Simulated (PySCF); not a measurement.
Identify the unknown among the candidates.

All candidates are C4H8F2O2Si.

- Dipole: 1.25 D [CAM-B3LYP/def2-SVPD]
- Triplet: lowest triplet excitation (Tamm–Dancoff): 7.12 eV [TDA CAM-B3LYP/def2-SVPD]
- UV, first state: lowest singlet excitation: 7.51 eV (165 nm, f = 0.003) [TDDFT CAM-B3LYP/def2-SVPD]
- 13C NMR: chemical shifts (computed TMS as zero) by class: 117.1 (1 C), 65.9 (2 C), 46.3 (1 C) ppm [GIAO KT3/pcSseg-1]
- 1H NMR: chemical shifts (computed TMS as zero) by class: 5.74 (1 H), 5.07 (1 H), 4.56 (1 H), 4.26 (2 H), 4.17 (2 H), 2.23 (1 H) ppm [GIAO KT3/pcSseg-1]
- UV, strongest line: among the 10 lowest singlet transitions: S9 at 8.75 eV (142 nm, f = 0.072) [TDDFT CAM-B3LYP/def2-SVPD]
- NMR, other nuclei: isotropic shieldings of nuclei other than C and H, by class: 280 (2 O), 304 (2 F), 393 (1 Si) ppm [GIAO KT3/pcSseg-1]
- Rotational structure: rotational constants A, B, C: 2.952, 0.847, 0.748 GHz [PBE0-D3(BJ)/def2-SVP]
- Polarisability: 76.8 au [CAM-B3LYP/def2-SVPD]

Gas-phase values; electronic properties from PySCF, density fitting. Levels stand in brackets. Geometry: PBE0-D3(BJ)/def2-SVP, one conformer, isolated molecule. NMR classes are plain means over equivalent atoms (diastereotopic ones count apart unless rotation or inversion swaps them), as if these changed places fast.

Question: Which candidate is it?
A. `FC[C@@H]1O[SiH2]O[C@H]1CF`
B. `FC(F)C1CO[SiH2]OC1`
C. `O=C(O[SiH3])C(CF)CF`
D. `FC(F)O[C@@H]1CCO[SiH2]1`
E. `FC(F)O[C@H]1CC[SiH2]O1`

Answer: B. It is `FC(F)C1CO[SiH2]OC1`. Numbering: `[F:1][CH:2]([F:3])[CH:4]1[CH2:5][O:6][SiH2:7][O:8][CH2:9]1`. Its formula, C4H8F2O2Si, gives 1 degree of unsaturation: 1 ring and 0 π bonds in the structure found. 4 carbons fall into 3 classes; from least to most shielded: CHF2 carbon [C2] (117.1 ppm), ring sp3 carbon bound to oxygen [C5/C9] (65.9 ppm, 2 C, up to 2.6 ppm apart in this geometry), sp3 CH carbon [C4] (46.3 ppm). Hydrogen classes from least to most shielded: 1 H on a CHF2 carbon, C2 (5.74 ppm), 1 H on an oxygen-bound silicon, Si7 (5.07 ppm), 1 H on an oxygen-bound silicon, Si7 (4.56 ppm), 2 H on 2 like atoms (sp3 carbon bound to oxygen), C5/C9 (4.26 ppm), 2 H on 2 like atoms (sp3 carbon bound to oxygen), C5/C9 (4.17 ppm), 1 H on an sp3 CH carbon, C4 (2.23 ppm). The other shieldings belong to: 280 ppm, silyl ether oxygen [O6/O8]; 304 ppm, fluorine of a CF2 group [F1/F3]; 393 ppm, oxygen-bound silicon [Si7]. The optimised geometry has point group C1 and is an asymmetric top.

The others, at the same levels:
- `FC(F)O[C@H]1CC[SiH2]O1` fails: it has 4 carbon classes against 3; its computed 13C shifts are 117.8 (1 C), 99.6 (1 C), 35.0 (1 C), 6.7 (1 C) ppm, 1H shifts are 6.36 (1 H), 5.60 (1 H), 5.02 (1 H), 4.89 (1 H), 2.27 (1 H), 1.57 (1 H), 1.42 (1 H), 0.88 (1 H) ppm and strongest line among the 10 lowest singlet transitions is S8 at 9.11 eV (136 nm, f = 0.057) (against S9 at 8.75 eV).
- `FC(F)O[C@@H]1CCO[SiH2]1` fails: it has 4 carbon classes against 3; its computed 13C shifts are 123.4 (1 C), 70.9 (1 C), 69.2 (1 C), 38.4 (1 C) ppm, 1H shifts are 5.85 (1 H), 4.99 (1 H), 4.95 (1 H), 4.19 (1 H), 4.15 (1 H), 3.76 (1 H), 2.56 (1 H), 1.42 (1 H) ppm and lowest singlet excitation is 7.06 eV (176 nm, f = 0.004) (against 7.51 eV).
- `FC[C@@H]1O[SiH2]O[C@H]1CF` fails: it has 2 carbon classes against 3; its computed 13C shifts are 85.2 (2 C), 76.1 (2 C) ppm, 1H shifts are 5.09 (2 H), 4.44 (2 H), 4.38 (2 H), 4.12 (2 H) ppm and lowest singlet excitation is 7.16 eV (173 nm, f = 0.001) (against 7.51 eV).
- `O=C(O[SiH3])C(CF)CF` fails: its computed 13C shifts are 164.1 (1 C), 78.9 (2 C), 48.1 (1 C) ppm, 1H shifts are 4.86 (2 H), 4.83 (2 H), 4.74 (3 H), 2.44 (1 H) ppm and lowest singlet excitation is 5.87 eV (211 nm, f = 0.001) (against 7.51 eV).

Each candidate is one conformer, not necessarily the lowest. The conformers computed, where there is a choice (atom-mapped SMILES and torsion angles):
- `[O:1]=[C:2]([O:3][SiH3:4])[CH:5]([CH2:6][F:7])[CH2:8][F:9]`: O1–C2–O3–Si4 -1°, O1–C2–C5–C6 7°, C2–C5–C6–F7 -175°, C2–C5–C8–F9 -59°

The conformers of `FC(F)C1CO[SiH2]OC1`, `FC(F)O[C@H]1CC[SiH2]O1`, `FC(F)O[C@@H]1CCO[SiH2]1` and `FC[C@@H]1O[SiH2]O[C@H]1CF` aren't listed.
